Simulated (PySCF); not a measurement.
Hg⁺: excitation energy

Hg⁺ [Xe] 4f14 5d10 6s1 (2S) → Hg⁺ [Xe] 4f14 5d10 6p1 (2P), as a difference of total energies. Calculation: PySCF 2.14, in aug-cc-pwCVDZ-PP with ECP60MDF (6s6p5d3f, 70 functions); a scalar-relativistic core potential. Correlated levels: valence: 5s2 5p6 frozen. The calculations carry no spin-orbit coupling.

```tsv
method	excitation energy (cm⁻¹)	error (cm⁻¹)
UHF	53220	-4348
MP2 (valence)	58910	+1343
SCS-MP2 (valence)	58467	+899
CCSD (valence)	57521	-47
CCSD(T) (valence)	57527	-41
```

Reference: 57568 cm⁻¹ (measured; NIST levels, between the centres of gravity of the two terms).

Errors of the correlated levels include the incompleteness of this basis and the frozen core.
